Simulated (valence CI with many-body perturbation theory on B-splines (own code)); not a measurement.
## Nb²⁸⁺: calculated level list

Method: valence CI with perturbative core correlation (CI+MBPT): three valence electrons over a frozen Dirac-Fock core [Ne], radial functions for each j: 11 s, 11 p, 10 d, 8 f, 5 g, 2 h, with the one-electron correlation potential Σ1 (screened to all orders), the two-electron term Σ2, the three-electron term Σ3, Breit, model QED; selected single and double excitations, second order for the rest, scaled by the run's own slope (own B-spline code, finite nucleus).

The last digits are not significant, and no measured levels were compared; by estimate large intervals hold to a few tenths of a per cent, small ones and those within an open d or f shell to about a per cent.

Levels 46 to 90 of 153, with energies above the lowest level, 3s2 3p 2P°_1/2. "Leading %" is the weight of the configuration and term that name the level; weights of strongly mixed levels are sums over their largest components and can fall short, so below about 35 % the name and the second component can differ from the true leading terms, or belong to a minority configuration. In the jj column 3d3/2^4 stands for four electrons in 3d with j = 3/2.

| No. | Configuration | Term | J | E (eV) | Leading % | Second component | Leading jj |
| --- | --- | --- | --- | --- | --- | --- | --- |
| 46 | 3p2 3d | 4D | 1/2 | 281.17 | 82 | 16 % 3p2 3d 2P | 3p1/2 3p3/2 3d3/2 (98 %) |
| 47 | 3p2 3d | 4F | 7/2 | 283.24 | 55 | 32 % 3p2 3d 4D | 3p1/2 3p3/2 3d5/2 (94 %) |
| 48 | 3p2 3d | 4F | 9/2 | 287.13 | 54 | 42 % 3p2 3d 2G | 3p1/2 3p3/2 3d5/2 (91 %) |
| 49 | 3p2 3d | 4D | 3/2 | 287.97 | 45 | 33 % 3p2 3d 2P | 3p1/2 3p3/2 3d5/2 (77 %) |
| 50 | 3p2 3d | 4D | 5/2 | 288.34 | 35 | 22 % 3p2 3d 4F | 3p1/2 3p3/2 3d5/2 (68 %) |
| 51 | 3p2 3d | 2D | 5/2 | 293.11 | 44 | 36 % 3p2 3d 4P | 3p1/2 3p3/2 3d5/2 (63 %) |
| 52 | 3p2 3d | 4P | 3/2 | 293.70 | 41 | 21 % 3p2 3d 2P | 3p1/2 3p3/2 3d3/2 (75 %) |
| 53 | 3p2 3d | 2G | 7/2 | 294.75 | 62 | 12 % 3p2 3d 4F | 3p1/2 3p3/2 3d5/2 (47 %) |
| 54 | 3p2 3d | 4P | 1/2 | 294.95 | 42 | 26 % 3p2 3d 2P | 3p1/2 3p3/2 3d3/2 (76 %) |
| 55 | 3p2 3d | 2P | 1/2 | 303.48 | 75 | 9 % 3p2 3d 2S | 3p1/2 3p3/2 3d5/2 (57 %) |
| 56 | 3p2 3d | 4D | 7/2 | 303.90 | 58 | 17 % 3p2 3d 2F | 3p3/2^2 3d5/2 (78 %) |
| 57 | 3p2 3d | 2D | 3/2 | 304.60 | 68 | 11 % 3p2 3d 2P | 3p1/2 3p3/2 3d5/2 (67 %) |
| 58 | 3p2 3d | 2D | 5/2 | 305.36 | 42 | 30 % 3p2 3d 2F | 3p1/2 3p3/2 3d3/2 (38 %) |
| 59 | 3p2 3d | 2P | 1/2 | 306.53 | 34 | 27 % 3p2 3d 4P | 3p3/2^2 3d3/2 (41 %) |
| 60 | 3p2 3d | 4F | 9/2 | 307.19 | 44 | 42 % 3p2 3d 2G | 3p3/2^2 3d5/2 (85 %) |
| 61 | 3p2 3d | 4P | 3/2 | 308.67 | 39 | 23 % 3p2 3d 2D | 3p3/2^2 3d3/2 (78 %) |
| 62 | 3p2 3d | 4P | 5/2 | 309.43 | 27 | 16 % 3p2 3d 2F | 3p3/2^2 3d3/2 (44 %) |
| 63 | 3s 3d2 | 4F | 3/2 | 312.97 | 94 |  | 3s 3d3/2^2 (66 %) |
| 64 | 3s 3d2 | 4F | 5/2 | 314.54 | 95 |  | 3s 3d3/2 3d5/2 (65 %) |
| 65 | 3s 3d2 | 4F | 7/2 | 316.56 | 99 |  | 3s 3d3/2 3d5/2 (82 %) |
| 66 | 3s 3d2 | 4F | 9/2 | 319.20 | 98 |  | 3s 3d5/2^2 (74 %) |
| 67 | 3p2 3d | 2F | 7/2 | 319.30 | 71 | 9 % 3s 3d2 2F | 3p3/2^2 3d3/2 (50 %) |
| 68 | 3p2 3d | 2S | 1/2 | 319.67 | 43 | 22 % 3p2 3d 4P | 3p3/2^2 3d5/2 (44 %) |
| 69 | 3p2 3d | 2P | 3/2 | 319.94 | 40 | 20 % 3s 3d2 2P | 3p3/2^2 3d5/2 (53 %) |
| 70 | 3s 3d2 | 4P | 1/2 | 323.23 | 87 | 9 % 3p2 3d 2S | 3s 3d3/2^2 (33 %) |
| 71 | 3p2 3d | 2D | 5/2 | 323.62 | 44 | 32 % 3s 3d2 4P | 3s 3d3/2 3d5/2 (44 %) |
| 72 | 3s 3d2 | 4P | 3/2 | 324.03 | 98 |  | 3s 3d3/2 3d5/2 (93 %) |
| 73 | 3s 3d2 | 4P | 5/2 | 325.94 | 63 | 31 % 3p2 3d 2D | 3s 3d5/2^2 (40 %) |
| 74 | 3p2 3d | 2D | 5/2 | 331.83 | 53 | 26 % 3s 3d2 2F | 3p3/2^2 3d5/2 (55 %) |
| 75 | 3s 3d2 | 2D | 3/2 | 332.34 | 51 | 43 % 3p2 3d 2D | 3s 3d5/2^2 (33 %) |
| 76 | 3s 3d2 | 2G | 7/2 | 335.62 | 82 | 13 % 3p2 3d 2G | 3s 3d3/2 3d5/2 (65 %) |
| 77 | 3s 3d2 | 2G | 9/2 | 336.00 | 83 | 14 % 3p2 3d 2G | 3s 3d3/2 3d5/2 (59 %) |
| 78 | 3s 3d2 | 2D | 5/2 | 336.02 | 61 | 26 % 3p2 3d 2D | 3s 3d5/2^2 (44 %) |
| 79 | 3p2 3d | 2D | 3/2 | 337.22 | 64 | 28 % 3s 3d2 2D | 3p3/2^2 3d3/2 (45 %) |
| 80 | 3s 3d2 | 2F | 5/2 | 345.99 | 44 | 36 % 3p2 3d 2F | 3s 3d3/2 3d5/2 (31 %) |
| 81 | 3s 3d2 | 2F | 7/2 | 346.20 | 70 | 27 % 3p2 3d 2F | 3s 3d5/2^2 (50 %) |
| 82 | 3s 3d2 | 2P | 1/2 | 349.72 | 53 | 21 % 3p2 3d 2P | 3s 3d3/2 3d5/2 (41 %) |
| 83 | 3s 3d2 | 2P | 3/2 | 354.46 | 62 | 31 % 3p2 3d 2P | 3s 3d5/2^2 (32 %) |
| 84 | 3s 3d2 | 2S | 1/2 | 354.91 | 66 | 17 % 3s 3d2 2P | 3s 3d5/2^2 (68 %) |
| 85 | 3p 3d2 | 4G° | 5/2 | 374.54 | 75 | 21 % 3p 3d2 2F° | 3p1/2 3d3/2^2 (90 %) |
| 86 | 3p 3d2 | 4G° | 7/2 | 381.04 | 81 | 6 % 3p 3d2 4F° | 3p1/2 3d3/2 3d5/2 (88 %) |
| 87 | 3p 3d2 | 2D° | 5/2 | 385.27 | 32 | 19 % 3p 3d2 2F° | 3p1/2 3d3/2 3d5/2 (86 %) |
| 88 | 3p 3d2 | 2D° | 3/2 | 387.32 | 41 | 24 % 3p 3d2 4F° | 3p1/2 3d3/2 3d5/2 (80 %) |
| 89 | 3p 3d2 | 4G° | 9/2 | 387.57 | 62 | 18 % 3p 3d2 2G° | 3p1/2 3d3/2 3d5/2 (49 %) |
| 90 | 3p 3d2 | 4D° | 1/2 | 390.04 | 54 | 28 % 3p 3d2 4P° | 3p1/2 3d3/2 3d5/2 (91 %) |

Names give the largest LS component (configuration and term), which can be under half, so a name can repeat, a term be missing and a line seem to break the LS rules; names also repeat where a configuration has a term twice.
